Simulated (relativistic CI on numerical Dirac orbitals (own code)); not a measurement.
Ru⁴⁺: L-alpha,beta X-ray emission

Computed with this model: Dirac-Coulomb-Breit CI, orbitals from a KLI potential per configuration, model QED (radiative potential, 1s self-energy scaled to tabulated hydrogen-like ionisation energies), multiplet model of X-ray emission after core ionisation, unscaled Slater integrals; configurations [Kr] 4d4 → [He] 2s2 2p5 3s2 3p6 3d10 4s2 4p6 4d4 → [Ar] 3d9 4s2 4p6 4d4; 300 K; Lorentzian 2 eV and Gaussian 0.6 eV FWHM. Energies are those of the free ion, without screening or charge transfer. S is read from ⟨S²⟩ = S(S + 1).

free ion: ground-state S = 1.98, centroid 2602.60 eV. Peaks (eV, height): 2560.6 (100), 2686.0 (43).

Strongest unbroadened transitions for free ion:

```
Energy (eV)  Relative strength
    2559.52               10.4
    2560.05               16.0
    2560.06               30.4
    2560.35                8.5
    2560.42               11.5
    2560.61                5.0
    2560.70              100.0
    2560.74               20.0
    2560.85               17.9
    2560.98                9.2
    2561.48                8.4
    2684.69               11.1
    2685.69               12.7
    2685.75               17.3
    2685.99               11.7
    2686.20                7.0
    2686.62                5.0
    2686.77               16.7
```
